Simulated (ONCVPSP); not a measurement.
tin (Sn), ONCV: configuration errors across variants

| Property | Result |
| --- | --- |
| Element | tin |
| Generator | ONCVPSP 4.0.1 |
| Type | optimised norm-conserving Vanderbilt (ONCV) |
| Functional | BLYP |
| Relativity | scalar-relativistic |
| Frozen core | [Kr] 4d10 |
| Valence charge | 4 |
| Reference configuration | 5s1.5 5p2.5 |
| Partial waves | 5s: rc 1.60 bohr, ncon 3, nbas 8, qcut 4 1/bohr, 2 projectors, debl 0.8 Ha; 5p: rc 2.80 bohr, ncon 4, nbas 7, qcut 2.7 1/bohr, 2 projectors, debl 1.7 Ha; d scattering state at 0.17 Ha: rc 2.95 bohr, ncon 3, nbas 6, qcut 3.9 1/bohr, 3 projectors, debl 3.8 Ha |
| Local potential | polynomial inside 1.20 bohr (lpopt 5, dvloc0 1 Ha) |
| Core correction | Teter function fitted to the true core (icmod 2), fcfact 0.7 |

All-electron excitation energies from the reference (eV): (1) 5s2 5p2 -3.475; (2) 5s2 5p1 3.326; (3) 5s2 5p0 17.306; (4) 5s1 5p2 10.986.

1 further variants failed, have other tests or another functional or relativity, and are left out.

A true bound ghost makes a file unfit for plane-wave use even where its test errors are small: the radial tests pick states by their node count and pass the ghost by.

Errors AE − PS in meV (a dash: test not solved or not reliable):

| change | (1) | (2) | (3) | (4) | bound ghosts | GHOST(+) flags above zero |
| --- | --- | --- | --- | --- | --- | --- |
| base | +0.3 | +2.9 | -28 | -14 | s | s, p, d |
| local potential polynomial inside 1.20 bohr (lpopt 5, dvloc0 -1 Ha) | +0.3 | +3.1 | -27 | -14 | s | s, p, d |
| d: nproj 1 | +0.3 | +2.9 | -28 | -14 | s | s, p, d |
| p: debl 0.45 | +0.4 | +2.8 | -28 | -14 | s | s, p, d |
| p: qcut 3.5 | -0.6 | +2.6 | -20 | -15 | s | s, p, d |
| p: rc 1.9 | -1.3 | +3.1 | -12 | -15 | s | s, p, d |

Task: Give the same row for: core correction Teter function fitted to the true core (icmod 2), fcfact 1.22.

Result: +0.1, +4.7, -19, -14; bound ghosts: s; GHOST(+) flags above zero: s, p, d.
